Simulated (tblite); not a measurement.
Species: C₅H₁₃FOSi₂.
Bonds: F1–C2, C2–C3, C3–O4, O4–C5, C5–Si6, C3–C7, C7–Si8, Si8–C9, C3–C9. Hydrogens: H10, H11 on C2; H12, H13 on C5; H14, H15, H16 on Si6; H17, H18 on C7; H19, H20 on Si8; H21, H22 on C9.

Computed with GFN2-xTB (tblite), gas phase: L-BFGS steps from a force-field or distance-geometry start until the largest atomic force falls under 0.01 eV/Å.

Step 3: E = -804.1651 eV
```
atom  x, y, z in Å  |  force x, y, z in eV/Å
F1      0.2813    2.3250    0.8449    0.152   0.113  -0.087
C2      0.8531    1.8708   -0.3266   -0.066   0.282   0.036
C3      0.7150    0.3596   -0.4542    0.077  -0.153   0.217
O4     -0.6378   -0.0149   -0.7017   -0.242  -0.208  -0.009
C5     -1.6487    0.3931    0.2378   -0.121  -0.208   0.107
Si6    -3.3120   -0.6164    0.1907    0.544   0.295  -0.062
C7      1.6262   -0.2183   -1.5764    0.069  -0.035  -0.066
Si8     1.9695   -1.7660   -0.5189   -0.113   0.371   0.100
C9      1.3577   -0.4466    0.7174    0.164  -0.150   0.001
H10     0.3544    2.3967   -1.1581    0.015  -0.174   0.188
H11     1.9045    2.1729   -0.2917    0.014  -0.046   0.028
H12    -1.2707    0.3026    1.2645    0.093   0.090  -0.081
H13    -1.9321    1.4469    0.0938    0.276  -0.058  -0.072
H14    -4.2101   -0.0732    1.2290    0.206   0.014  -0.103
H15    -3.0562   -2.0146    0.4931    0.062  -0.191   0.000
H16    -3.9658   -0.4668   -1.1006   -0.017  -0.006  -0.143
H17     1.1747   -0.3575   -2.5488   -0.316   0.188  -0.051
H18     2.5347    0.3845   -1.7182   -0.417  -0.019   0.120
H19     3.3637   -2.1455   -0.3887    0.170  -0.176  -0.011
H20     1.0022   -2.8213   -0.7396   -0.018  -0.231  -0.031
H21     0.7024   -0.7876    1.5090   -0.290   0.228   0.033
H22     2.1836    0.0958    1.1873   -0.239   0.074  -0.113
```

Step 4: E = -804.2076 eV
```
atom  x, y, z in Å  |  force x, y, z in eV/Å
F1      0.2859    2.3390    0.8475    0.145   0.058  -0.069
C2      0.8530    1.8746   -0.3207   -0.012   0.063   0.022
C3      0.7216    0.3566   -0.4487   -0.119  -0.106   0.124
O4     -0.6219   -0.0307   -0.6939   -0.519  -0.094  -0.061
C5     -1.6348    0.3909    0.2339   -0.237  -0.154   0.163
Si6    -3.2985   -0.6170    0.1834    0.491   0.256  -0.052
C7      1.6141   -0.2275   -1.5778    0.008   0.087  -0.071
Si8     1.9713   -1.7673   -0.5160   -0.088   0.272   0.044
C9      1.3509   -0.4527    0.7142    0.138  -0.091   0.177
H10     0.3510    2.3893   -1.1522   -0.004  -0.105   0.108
H11     1.9060    2.1692   -0.2906    0.024   0.000   0.019
H12    -1.2642    0.3083    1.2638    0.099   0.056  -0.059
H13    -1.9206    1.4486    0.0945    0.327  -0.155  -0.140
H14    -4.1964   -0.0724    1.2219    0.209   0.017  -0.102
H15    -3.0536   -2.0185    0.4920    0.067  -0.139  -0.021
H16    -3.9644   -0.4670   -1.1045    0.024  -0.010  -0.110
H17     1.1576   -0.3426   -2.5536   -0.292   0.114   0.047
H18     2.5054    0.3872   -1.7094   -0.102   0.051   0.025
H19     3.3663   -2.1549   -0.3902    0.123  -0.129  -0.009
H20     1.0095   -2.8245   -0.7396   -0.053  -0.263  -0.030
H21     0.6882   -0.7705    1.5118   -0.243   0.157  -0.035
H22     2.1628    0.1013    1.1779    0.015   0.114   0.030
```

Step 5: E = -804.2388 eV
```
atom  x, y, z in Å  |  force x, y, z in eV/Å
F1      0.2919    2.3510    0.8487    0.114   0.029  -0.012
C2      0.8531    1.8770   -0.3157    0.025  -0.149   0.006
C3      0.7236    0.3528   -0.4430   -0.289  -0.072   0.011
O4     -0.6186   -0.0441   -0.6888   -0.478   0.006  -0.063
C5     -1.6278    0.3871    0.2336   -0.180  -0.050   0.150
Si6    -3.2804   -0.6139    0.1766    0.250   0.070  -0.058
C7      1.6039   -0.2328   -1.5799   -0.096   0.158  -0.020
Si8     1.9716   -1.7652   -0.5133   -0.043   0.040  -0.026
C9      1.3472   -0.4585    0.7153    0.024   0.026   0.221
H10     0.3481    2.3821   -1.1464   -0.026  -0.038   0.020
H11     1.9077    2.1664   -0.2894    0.020   0.013   0.002
H12    -1.2572    0.3135    1.2625    0.105   0.019   0.005
H13    -1.9058    1.4471    0.0925    0.305  -0.155  -0.167
H14    -4.1819   -0.0714    1.2146    0.216   0.021  -0.103
H15    -3.0503   -2.0233    0.4906    0.071  -0.025  -0.054
H16    -3.9626   -0.4674   -1.1090    0.093  -0.013  -0.038
H17     1.1393   -0.3293   -2.5561   -0.252   0.055   0.119
H18     2.4821    0.3908   -1.7025    0.128   0.118  -0.056
H19     3.3699   -2.1642   -0.3915    0.018  -0.065  -0.013
H20     1.0145   -2.8312   -0.7400   -0.013  -0.201  -0.012
H21     0.6732   -0.7547    1.5132   -0.178   0.079  -0.056
H22     2.1479    0.1078    1.1718    0.185   0.134   0.144
```

Step 6: E = -804.2642 eV
```
atom  x, y, z in Å  |  force x, y, z in eV/Å
F1      0.2990    2.3614    0.8495    0.080   0.003   0.042
C2      0.8535    1.8763   -0.3117    0.019  -0.258  -0.012
C3      0.7193    0.3479   -0.4382   -0.320  -0.029  -0.060
O4     -0.6242   -0.0549   -0.6858   -0.262   0.057  -0.050
C5     -1.6252    0.3830    0.2363   -0.022   0.065   0.104
Si6    -3.2613   -0.6106    0.1700   -0.071  -0.146  -0.057
C7      1.5937   -0.2340   -1.5817   -0.146   0.176   0.047
Si8     1.9709   -1.7630   -0.5117   -0.017  -0.137  -0.070
C9      1.3446   -0.4624    0.7198   -0.083   0.140   0.160
H10     0.3452    2.3754   -1.1411   -0.034   0.007  -0.044
H11     1.9094    2.1643   -0.2884   -0.006  -0.016  -0.023
H12    -1.2494    0.3182    1.2618    0.102  -0.013   0.078
H13    -1.8879    1.4432    0.0875    0.223  -0.079  -0.158
H14    -4.1658   -0.0702    1.2065    0.209   0.028  -0.092
H15    -3.0462   -2.0275    0.4883    0.081   0.076  -0.085
H16    -3.9590   -0.4679   -1.1133    0.160  -0.015   0.021
H17     1.1193   -0.3173   -2.5559   -0.199   0.013   0.163
H18     2.4655    0.3960   -1.6981    0.209   0.132  -0.105
H19     3.3730   -2.1731   -0.3928   -0.090  -0.004  -0.019
H20     1.0186   -2.8405   -0.7405    0.044  -0.112   0.009
H21     0.6573   -0.7405    1.5135   -0.097   0.008  -0.042
H22     2.1393    0.1157    1.1697    0.222   0.105   0.193
```

Question: Estimate the geometry and energy of step 7. (The exact step hangs on the optimiser's Hessian estimate; all steps are aligned on step 6, rigid shifts and turns removed.)

Answer: E = -804.2837 eV, largest force 0.371 eV/Å
```
atom  x, y, z in Å  |  force x, y, z in eV/Å
F1      0.3063    2.3691    0.8506    0.055  -0.030   0.065
C2      0.8536    1.8720   -0.3091   -0.021  -0.218  -0.023
C3      0.7101    0.3430   -0.4351   -0.201   0.025  -0.069
O4     -0.6339   -0.0622   -0.6846   -0.021   0.055  -0.034
C5     -1.6240    0.3805    0.2406    0.091   0.115   0.051
Si6    -3.2475   -0.6103    0.1638   -0.269  -0.252  -0.039
C7      1.5841   -0.2314   -1.5819   -0.115   0.138   0.086
Si8     1.9694   -1.7627   -0.5116   -0.029  -0.156  -0.064
C9      1.3419   -0.4626    0.7256   -0.126   0.179   0.054
H10     0.3427    2.3699   -1.1373   -0.026   0.023  -0.066
H11     1.9105    2.1621   -0.2881   -0.046  -0.074  -0.048
H12    -1.2414    0.3215    1.2627    0.087  -0.031   0.120
H13    -1.8698    1.4390    0.0805    0.117   0.031  -0.119
H14    -4.1492   -0.0687    1.1985    0.166   0.039  -0.056
H15    -3.0414   -2.0295    0.4849    0.095   0.101  -0.099
H16    -3.9532   -0.4686   -1.1164    0.188  -0.015   0.027
H17     1.0998   -0.3078   -2.5527   -0.144  -0.011   0.179
H18     2.4559    0.4021   -1.6966    0.152   0.091  -0.118
H19     3.3739   -2.1800   -0.3942   -0.157   0.038  -0.024
H20     1.0225   -2.8501   -0.7407    0.080  -0.046   0.023
H21     0.6429   -0.7294    1.5133   -0.015  -0.041  -0.015
H22     2.1365    0.1235    1.1716    0.140   0.037   0.171
```

The energy changes by -0.0196 eV. The first-order estimate −F·Δx gives -0.0275 eV and the mean of the old and new forces, exact on a quadratic surface, -0.0196 eV. The step makes an angle of 58° with the force vector and moves no atom by more than 0.022 Å.

What follows is the cost of the whole relaxation. Hardware: an Arm Neoverse N1 with one thread, on a shared host. Cost: 3.1 s wall.
